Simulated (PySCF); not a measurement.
**Correlation energy of O (oxygen, neutral)**

[He] 2s2 2p4, high-spin 3P determinant. Calculation: PySCF 2.14, in Sapporo-DZP-2012; scalar relativity by spin-free X2C-1e. Frozen: 1s2; 6 electrons correlated.

MP2 pair energies summed by pair of shells (mhartree):

```json
{"pair": "2p-2p", "energy": "-53.79", "share (%)": "48.0"}
{"pair": "2s-2p", "energy": "-49.96", "share (%)": "44.6"}
{"pair": "2s-2s", "energy": "-8.37", "share (%)": "7.5"}
```

Total MP2 correlation energy: -112.12 mhartree.

Same-spin part -29.55 and opposite-spin part -82.56 mhartree; SCS-MP2 scales them by 1/3 and 6/5 to -108.93 mhartree.

```csv
level,correlation energy (mhartree)
CCSD,-128.13
(T),-0.95
CCSD(T),-129.08
```

Diagnostics: T1 = 0.0040, D1 = 0.0097, largest double amplitude 0.054.

Question: Is a single reference adequate?

Answer: Yes: T1 lies below 0.03 and no double amplitude reaches 0.07.
